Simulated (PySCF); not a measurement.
Species: CH9NSi4.
InChI=1S/CH9NSi4/c2-1-4-6-5-3/h4-6H2,3H3

Torsions of this conformer, `[N:1]#[C:2][SiH2:3][SiH2:4][SiH2:5][SiH3:6]`: C2–Si3–Si4–Si5 -26°, Si3–Si4–Si5–Si6 -54°.

The closed-shell ground state was solved at several levels (PySCF, density fitting, gas phase, non-relativistic). The structure is a single PBE0-D3(BJ)/def2-SVP conformer in the gas phase; no vibrational or solvent corrections.

```tsv
level	basis functions	total energy (Eh)	HOMO (eV)	LUMO (eV)	gap (eV)	dipole (D)
PBE0/pcSseg-1	175	-1255.5655	-8.28	-0.93	7.35	3.28
B3LYP/def2-SVPD	208	-1255.8790	-7.98	-1.13	6.85	3.32
```

(1) Estimate the row for wB97X-D/pcSseg-2, a basis of 370 functions; the other rows only guide the guess.

(2) Over all these levels, which gives the widest orbital gap and which the narrowest?

(3) How far do the dipole and the HOMO energy spread over the levels?

Answers

(1) Total energy -1256.2710 Eh, HOMO -9.94 eV, LUMO 0.74 eV, gap 10.68 eV, dipole 3.35 D.

(2) wB97X-D/pcSseg-2 (range-separated hybrid) has the widest, 10.68 eV, and B3LYP/def2-SVPD (global hybrid, 20 % exact exchange) the narrowest, 6.85 eV. Functional and basis both differ between the two, so the spread mixes both effects.

(3) The dipole runs from 3.28 to 3.35 D (mean 3.32 D) and the HOMO from -9.94 to -7.98 eV.

The pairwise dispersion term of wB97X-D wasn't added to the energies; at a given geometry it leaves orbitals and properties as they are.
